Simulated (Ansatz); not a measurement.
# C2H5ClFSi: structure from calculated spectroscopic constants

These gas-phase data were calculated for one isomer of C2H5ClFSi at PBE0-D3(BJ)/def2-SVP (harmonic, unscaled wavenumbers; equilibrium rotational constants with average atomic masses):

```
rotational constants            : 3.387, 2.485, 1.66 GHz
all wavenumbers above 1500 cm⁻¹ : 3166, 3154, 3089, 3019, 2299
```

Candidates:

(1) `CC[Si](F)Cl`, a doublet
(2) `C[CH][Si@H](F)Cl`, a doublet
(3) `[CH2][Si@](C)(F)Cl`, a doublet

Q: Which structure fits?

A: Candidate (2). The band at 2299 cm⁻¹ lies where the Si–H stretch is expected; (1), (3) have no mode between 2000 and 2380 cm⁻¹.

The same quantities for all candidates:

```tsv
	rotational constants (GHz)	wavenumbers above 1500 cm⁻¹	E above the lowest, PBE0-D3(BJ)/def2-SVP (kcal/mol)
(1)	5.396, 1.809, 1.443	3158, 3151, 3123, 3059, 3055	2.4
(2)	3.387, 2.485, 1.66	3166, 3154, 3089, 3019, 2299	8.2
(3)	3.452, 2.326, 2.223	3270, 3179, 3173, 3160, 3065	0.0
```

Each candidate is one conformer. Open shells are spin-unrestricted. Programs: Ansatz 0.2.0.
